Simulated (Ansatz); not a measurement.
Ansatz (a program for electronic structure) input (wB97M-V/def2-TZVPD):

Ansatz 0.2 input:
```yaml
crystal:
  periodic: [false, false, false]
  atoms:
    - {symbol: C, position_ang: [-0.03656811, -0.45071943, -0.08291141]}
    - {symbol: F, position_ang: [-0.12060882, -1.30458171, 0.93195011]}
    - {symbol: Cl, position_ang: [-1.43146427, 0.54752801, -0.25057898]}
    - {symbol: Cl, position_ang: [1.50822239, 0.30221034, -0.21354352]}
basis:
  gaussian:
    orbitals: def2-TZVPD
hamiltonian:
  xc: {name: wB97M-V}
magnetization: {spin_polarized: true, initial_magnetization: 1}
output: {forces: true}
```

Output:

```
Functional definition: wB97M-V
integrals: 0.12 GiB planned
931 factors; their error is unknown
integrals: 0.15 GiB planned
209 factors; integrals over basis functions are off by at most 3.5e-5 eV
mean field: 1.37 GiB planned
mean field evaluation 1: about -28796.0722 eV, gradient 1.8e1 eV
mean field evaluation 2: about -28795.9952 eV, gradient 2.2e1 eV
mean field evaluation 4: about -28797.4184 eV, gradient 8.3e-1 eV
mean field evaluation 8: about -28797.4378 eV, gradient 7.8e-2 eV
mean field evaluation 16: about -28797.4725 eV, gradient 2.9e-4 eV
mean field -28797.47249749 eV, -1058.2875946550 hartree, gradient 8.5e-5 eV, S^2 0.753233; 0 other end points of the search recorded, 0 dependent functions left out
the calculation of the forces begins
reference -28797.47257486 eV, -1058.2875974981 hartree; 25, 24 occupied and 144, 145 virtual orbitals, 931 factors
Total energy: -28797.47257486 eV, -1058.2875974981 hartree
Atom 0 at    -0.036568    -0.450719    -0.082911 Å, force     0.012931     0.166236     0.074694 eV/Å
Atom 1 at    -0.120609    -1.304582     0.931950 Å, force     0.014455     0.150096    -0.153178 eV/Å
Atom 2 at    -1.431464     0.547528    -0.250579 Å, force     0.281445    -0.182796     0.042960 eV/Å
Atom 3 at     1.508222     0.302210    -0.213544 Å, force    -0.308832    -0.133537     0.035523 eV/Å
Dipole moment:     0.007111     0.077984    -0.047916 e Å
```

It need not be the lowest isomer of its formula.
